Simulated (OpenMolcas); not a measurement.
# Which level was it?

The species is BClF2 (4 atoms), meant as a singlet with charge 0. SMILES: `FB(F)Cl`. Geometry: relaxed at PBE0-D4/def2-TZVP.

```tsv
atom	x (Å)	y (Å)	z (Å)
F	-0.1737	-1.2543	-0.5463
B	-0.0671	-0.0413	-0.0620
F	-1.0116	0.8301	-0.3177
Cl	1.3079	0.4053	0.9057
```

Orbital energies and the dipole are those of the mean-field step.

A calculation with OpenMolcas 26.06 gave:

```
total energy  : -685.8058 Eh
dipole moment : 0.33 D
HOMO energy   : -13.49 eV
LUMO energy   : 2.66 eV
HOMO–LUMO gap : 16.14 eV
```

Question: Which of these levels gave the numbers?
A. MP2/ANO-RCC-VTZP (DKH2)
B. MP2/ANO-RCC-VDZ (DKH2)
C. MP2/ANO-RCC-MB (DKH2)
D. RI-MP2/ANO-RCC-VQZP (DKH2, RICD fitting)

Answer: D. The others give -684.7172 Eh (MP2/ANO-RCC-MB (DKH2)), -685.1354 Eh (MP2/ANO-RCC-VDZ (DKH2)), -685.7318 Eh (MP2/ANO-RCC-VTZP (DKH2)).
